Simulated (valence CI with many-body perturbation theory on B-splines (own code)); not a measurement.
The numbers below are computed, except where a source is named.
# Basis-set convergence for Rb²³⁺

Method: valence CI with perturbative core correlation (CI+MBPT): four valence electrons over a frozen Dirac-Fock core [Ne], a basis of 9 s, 9 p, 8 d, 6 f, 3 g, 1 h functions for each j, with the one-electron correlation potential Σ1 (screened to all orders), the two-electron term Σ2, the three-electron term Σ3, Breit, model QED; selected single and double excitations, second order for the rest, scaled by the run's own slope (own B-spline code, finite nucleus).

No measured spectrum was set against this ion. As an estimate, levels of excited configurations hold to 0.05 to 0.15 % of their energy, terms of the ground configuration to about 0.5 %.

The reference run has the lowest level 3s²3p² ³P_0 and an ionisation energy of 1079.34 eV. Its largest variational space holds 19997 state functions.

Names give the largest LS component (configuration and term), which can be under half, so a name can repeat, a term be missing and a line seem to break the LS rules; names also repeat where a configuration has a term twice.

Changed runs:
A. basis 6 s, 6 p, 5 d, 3 f, 1 g
B. basis 5 s, 5 p, 4 d, 2 f

Excitation energies of the reference run in cm⁻¹, and shifts in cm⁻¹:

| Level | Reference | A | B |
| --- | --- | --- | --- |
| 3s²3p² ³P_1 | 79974 | -45 | -128 |
| 3s²3p² ³P_2 | 107708 | +22 | +107 |
| 3s²3p² ¹D_2 | 210988 | +38 | +174 |
| 3s²3p² ¹S_0 | 282830 | +153 | +479 |
| 3s3p³ ⁵S°_2 | 501748 | -213 | -663 |
| 3s3p³ ³D°_1 | 610622 | -1.2 | +25 |
| 3s3p³ ³D°_2 | 623315 | -40 | -93 |
| 3s3p³ ³D°_3 | 654044 | -31 | -62 |
| 3s3p³ ³P°_0 | 718552 | +51 | +204 |
| 3s3p³ ¹D°_2 | 724911 | +31 | +43 |
| 3s3p³ ³P°_1 | 729077 | +36 | +150 |
| 3s3p³ ³P°_2 | 793777 | +83 | +201 |
| Ionisation energy (eV) | 1079.34 | -0.025 | -0.08 |
